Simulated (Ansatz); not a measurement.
## Reading a saddle point

A first-order saddle point of BH2SBrF2, closed shell, PBE0-D4/def2-TZVP, with one imaginary mode of 740i cm⁻¹:

```json
{"atom": "B1", "x (Å)": "-0.6272", "y (Å)": "-0.1994", "z (Å)": "-0.4254"}
{"atom": "S2", "x (Å)": "1.2543", "y (Å)": "0.3026", "z (Å)": "-0.6356"}
{"atom": "F3", "x (Å)": "-0.9310", "y (Å)": "-1.3236", "z (Å)": "-1.0524"}
{"atom": "F4", "x (Å)": "-1.4877", "y (Å)": "0.8052", "z (Å)": "-0.3951"}
{"atom": "H5", "x (Å)": "1.0031", "y (Å)": "-0.2995", "z (Å)": "0.8649"}
{"atom": "Br6", "x (Å)": "-0.2873", "y (Å)": "-0.8440", "z (Å)": "1.8357"}
{"atom": "H7", "x (Å)": "1.0758", "y (Å)": "1.5587", "z (Å)": "-0.1920"}
```

Computed with Ansatz 0.2.0 (basis: def2-TZVPP and def2-QZVPP); correlated methods freeze the cores. Filled d shells of the heavier atoms are correlated. The def2 sets are not built for correlating such inner shells, so the correlated values are less sure here. Extrapolation: Hartree–Fock as exp(−7.88 √X), correlation as X^−2.97.

Problem. Which contacts change along the imaginary mode, and what lies on either side? (Judge from chemistry; the calculation decides.)

Solution. Computed: The step is BHSF₂ ([F][B]([F])[SH]) + HBr → BBrF₂ ([F][B]([F])[Br]) + H₂S, with the molecules in contact on both sides. Shortening one way: B1–Br6, S2–H5; lengthening the same way: B1–S2, H5–Br6.
```
  pair  one side (Å)  saddle (Å)  other side (Å)
B1–Br6          4.26        2.38            1.92
 S2–H5          2.49        1.64            1.34
 B1–S2          1.81        1.96            2.98
H5–Br6          1.43        1.70            3.61
```

Problem. Which side is lower, and how far does the saddle lie above each? (An estimate is asked for; the value comes from the calculation.)

Solution. Computed: The side with B1–Br6, S2–H5 short is lower by 0.102 eV; the saddle lies 1.012 eV above it and 0.910 eV above the other (CCSD(T) at an estimated basis limit (MP2 extrapolated from triple and quadruple zeta, plus CCSD(T) − MP2 in triple zeta); electronic energies).

T1 diagnostic: at most 0.012.

Labels in which every atom is bracketed show which atoms are joined, not bond orders.

For scale, one of the runs: CCSD(T)/def2-TZVPP, 211 basis functions (an equivalent command: `ansatz run in.yaml --threads 4`). The run took 2.4 min on 4 CPU threads (shared host), with 3.2 GiB of host memory at its peak.
